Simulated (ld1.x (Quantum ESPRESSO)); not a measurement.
**Configuration tests for lanthanum (TM)**

La, norm-conserving Troullier–Martins (Kleinman–Bylander form), made with ld1.x (Quantum ESPRESSO) 7.5 (PBE, scalar-relativistic). Core [Xe], reference 4f0 5d1 6s2 6p0. Waves: 6s (bound): rc 3.35 bohr; 5d (bound): rc 2.50 bohr; 4f (bound, empty): rc 1.80 bohr; 6p (bound, empty): rc 3.30 bohr. Local part: the p channel. Core correction: none.

Energies are relative to the spin-unpolarised reference configuration 4f0 5d1 6s2 6p0; without spin polarisation the order of configurations can differ from experiment.

Q: Give the all-electron excitation energy and the error of the potential for: 4f0 5d1 6s1 6p0; 4f0 5d1 6s0 6p0; 4f0 5d1 6s1.5 6p0; 4f0 5d0 6s2 6p1; 4f0 5d0 6s2 6p0; 4f0 5d1 6s0 6p2; 4f0 5d1 6s0 6p1.

A:

| valence configuration | charge | ΔE all-electron (eV) | error AE − PS (meV) |
| --- | --- | --- | --- |
| 4f0 5d1 6s1 6p0 | +1 | 5.966 | -6.4 |
| 4f0 5d1 6s0 6p0 | +2 | 16.854 | +142 |
| 4f0 5d1 6s1.5 6p0 | +0.5 | 2.399 | -2.6 |
| 4f0 5d0 6s2 6p1 | 0 | 2.307 | +361 |
| 4f0 5d0 6s2 6p0 | +1 | 6.385 | +175 |
| 4f0 5d1 6s0 6p2 | 0 | 4.846 | +142 |
| 4f0 5d1 6s0 6p1 | +1 | 8.924 | +209 |

Levels in the configuration 4f0 5d1 6s0 6p2:

```json
{"level": "5d", "all-electron (eV)": "-4.749", "pseudo (eV)": "-4.257"}
{"level": "6p", "all-electron (eV)": "-2.284", "pseudo (eV)": "-2.230"}
```

Note: ghost state, extra bound levels that the all-electron valence spectrum of the same l lacks: s at -57.9 eV. A true bound ghost makes a file unfit for plane-wave use.
